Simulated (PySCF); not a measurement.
ClHg (SMILES [Cl][Hg]), doublet, at a GFN2-xTB geometry (such geometries of metal compounds can be far from the true shape) (the spin is typed, not shown lowest) (core potentials on Hg), atoms displaced at random by about 0.08 Å a coordinate; PBE0/def2-SVP, gradient (PySCF).

Input for PySCF:
```python
from pyscf import gto, scf, dft

mol = gto.Mole()
mol.atom = '''
    Hg    0.01949867    0.00269782   -0.43751433
    Cl   -0.11906540   -0.09243463    2.07917501
'''
mol.basis = 'def2-svp'
mol.ecp = {'Hg': 'def2-svp'}
mol.spin = 1
mol.verbose = 4
mol.build()

mf = dft.UKS(mol)
mf.xc = 'pbe0'
mf.grids.level = 0
mf.kernel()
g = mf.nuc_grad_method()
g.grid_response = False
grad = g.kernel()
```

What does PySCF print? Leave out banner, timings and long lists.


```
PySCF version 2.14.0

[INPUT] verbose = 4
[INPUT] num. atoms = 2
[INPUT] num. electrons = 37
[INPUT] charge = 0
[INPUT] spin (= nelec alpha-beta = 2S) = 1
[INPUT] symmetry False subgroup None
[INPUT] Mole.unit = angstrom
[INPUT] Symbol           X                Y                Z      unit          X                Y                Z       unit  Magmom
[INPUT]  1 Hg     0.019498670000   0.002697820000  -0.437514330000 AA    0.036847146093   0.005098140933  -0.826782259273 Bohr   0.0
[INPUT]  2 Cl    -0.119065400000  -0.092434630000   2.079175010000 AA   -0.225000996912  -0.174676135126   3.929071333940 Bohr   0.0

nuclear repulsion = 71.3319434564438
number of shells = 20
number of NR pGTOs = 93
number of NR cGTOs = 50
basis = def2-svp
ecp = {'Hg': 'def2-svp'}

******** <class 'pyscf.dft.uks.UKS'> ********
method = UKS
initial guess = minao
damping factor = 0
level_shift factor = 0
DIIS = <class 'pyscf.scf.diis.CDIIS'>
diis_start_cycle = 1
diis_space = 8
diis_damp = 0
SCF conv_tol = 1e-09
SCF conv_tol_grad = None
SCF max_cycles = 50
direct_scf = True
direct_scf_tol = 1e-13
number electrons alpha = 19  beta = 18
XC library pyscf.dft.libxc version 7.1.2
    S. Lehtola, C. Steigemann, M. J. T. Oliveira, and M. A. L. Marques,  SoftwareX 7, 1–5 (2018)
XC functionals = pbe0
    C. Adamo and V. Barone,  J. Chem. Phys. 110, 6158 (1999)
    M. Ernzerhof and G. E. Scuseria,  J. Chem. Phys. 110, 5029 (1999)
radial grids:
    Treutler-Ahlrichs [JCP 102, 346 (1995); DOI:10.1063/1.469408] (M4) radial grids

becke partition: Becke, JCP 88, 2547 (1988); DOI:10.1063/1.454033
pruning grids: <function nwchem_prune>
grids dens level: 0
symmetrized grids: False
atomic radii adjust function: <function treutler_atomic_radii_adjust>
small_rho_cutoff = 0
Set gradient conv threshold to 3.16228e-05
tot grids = 4848
init E= -601.59836780961

cycle= 1 E= -612.525171697742  delta_E= -10.9  |g|= 1.19  |ddm|=   11
cycle= 2 E= -611.003107976756  delta_E= 1.52  |g|= 2.32  |ddm|= 4.86
cycle= 3 E= -613.319498045547  delta_E= -2.32  |g|= 0.148  |ddm|= 2.44
cycle= 4 E= -613.327155065031  delta_E= -0.00766  |g|= 0.141  |ddm|= 0.533
cycle= 5 E= -613.339705842886  delta_E= -0.0126  |g|= 0.0143  |ddm|= 0.222
cycle= 6 E= -613.339926935238  delta_E= -0.000221  |g|= 0.00913  |ddm|= 0.0408
cycle= 7 E= -613.339970208341  delta_E= -4.33e-05  |g|= 0.00279  |ddm|= 0.0143
cycle= 8 E= -613.339976670641  delta_E= -6.46e-06  |g|= 0.000871  |ddm|= 0.00602
cycle= 9 E= -613.339977285278  delta_E= -6.15e-07  |g|= 0.000342  |ddm|= 0.00191
cycle= 10 E= -613.33997740608  delta_E= -1.21e-07  |g|= 2.9e-05  |ddm|= 0.000981
cycle= 11 E= -613.33997740923  delta_E= -3.15e-09  |g|= 8.2e-06  |ddm|= 0.000205
cycle= 12 E= -613.339977409653  delta_E= -4.23e-10  |g|= 4.44e-06  |ddm|= 7.22e-05
Extra cycle  E= -613.339977409726  delta_E= -7.24e-11  |g|= 3.79e-06  |ddm|= 2.52e-05
converged SCF energy = -613.339977409726  <S^2> = 0.7557179  2S+1 = 2.0057097

******** <class 'pyscf.grad.uks.Gradients'> for <class 'pyscf.dft.uks.UKS'> ********
unit = Eh/Bohr
grid_response = False
--------------- UKS gradients ---------------
         x                y                z
0 Hg     0.0002766547     0.0002446923    -0.0071077503
1 Cl    -0.0013384030    -0.0008541368     0.0105460108
----------------------------------------------
```
